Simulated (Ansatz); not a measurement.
Ideal-gas functions of C₂HCl₃Ge, SMILES `C#[C][Ge]([Cl])([Cl])[Cl]` at 500 K and 1 bar, from an Ansatz frequency run at PBE0-D4/def2-TZVP.

Molar mass 204.0 g/mol, point group C3v (symmetry number 3), electronic degeneracy 1, moments of inertia 421.569, 440.212, 440.22 u Å². Harmonic wavenumbers (cm⁻¹, unscaled): 92, 92, 145, 145, 171, 311, 311, 410, 457, 457, 550, 746, 746, 2179, 3464.

Use S(trans) = R[1.5 ln M + 2.5 ln T − 1.1517]; rotational temperatures θ = 24.2544 K / I; S(rot) = R[ln(√π/σ · √(T³/θAθBθC)) + 1.5]; for each mode x = 1.438777 ν̃/T, S = R[x/(eˣ − 1) − ln(1 − e⁻ˣ)] and H = RT x/(eˣ − 1); 1 cm⁻¹ = 0.0119627 kJ/mol; R = 8.31446 J/(mol·K).

Q: By hand: the entropy, in J/(mol·K).

A: Translation 185.9. Rotation: θ = 0.0575, 0.0551, 0.0551 K, giving 121.6. Vibration, mode by mode: 19.39, 19.39, 15.64, 15.64, 14.29, 9.51, 9.51, 7.41, 6.61, 6.61, 5.31, 3.40, 3.40, 0.11, 0.00, in all 136.2. Electronic 0.0. Sum 443.7 J/(mol·K).

Q: By hand: H − E and G − E in kJ/mol, counted from the electronic energy.

A: Zero-point energy ½ × 10276 × 0.0119627 = 61.5; thermal vibration 32.6; translation, rotation and pV give 4 RT = 16.6. H − E = 110.7 kJ/mol, and G − E = 110.7 − 500 × 443.7/1000 = -111.1 kJ/mol.

Vibration gives 31 % of the entropy, 70.1 J/(mol·K) of it from the modes under 150 cm⁻¹: soft modes count most, and the harmonic formula is weakest for them.
